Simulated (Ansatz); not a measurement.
Consider the hydrogenolysis of the Si–Ge bond: `C[SiH]([GeH3])C#N` + H₂ → `C[SiH2]C#N` + GeH₄.

Isolated molecules relaxed with PBE0-D4/def2-TZVP in Ansatz; ΔE leaves out vibrations. CCSD(T)/CBS is the MP2 limit (def2-TZVPP, def2-QZVPP) plus CCSD(T) − MP2 in def2-TZVPP, frozen cores. This one scheme is used for every species. Functionals use def2-TZVPP. For Ge outer-core shells are correlated without core-valence functions, which leaves a few kJ/mol of doubt a bond. Scalar relativity is left out up to krypton.

```csv
species,r2SCANh energy (Eh)
`C[SiH]([GeH3])C#N`,-2501.60359
H₂,-1.17097
`C[SiH2]C#N`,-423.40870
GeH₄,-2079.36705
```

Q: Work out ΔE.

A: ΔE = (-423.40870) + (-2079.36705) − (-2501.60359) − (-1.17097) = -0.00119 Eh = -0.03 eV. CCSD(T)/CBS gives -0.02 eV.

Q: What do rigid-rotor, harmonic-oscillator terms from PBE0-D4/def2-TZVP frequencies (298.15 K, 1 bar) make of the CCSD(T)/CBS value? (Best estimate.)

A: Computed: ΔZPE = +0.11 eV, ΔH = +0.03 eV, ΔS = 11 J/(mol·K), ΔG = -0.01 eV.

Largest T1 diagnostic among the species: 0.012.

From r2SCAN to r2SCAN0 (25 % exact exchange), in def2-TZVPP and without D4, ΔE moves by −0.04 eV. At CCSD(T), def2-SVP lies −0.19 eV from the extrapolated value and def2-TZVPP −0.04 eV.
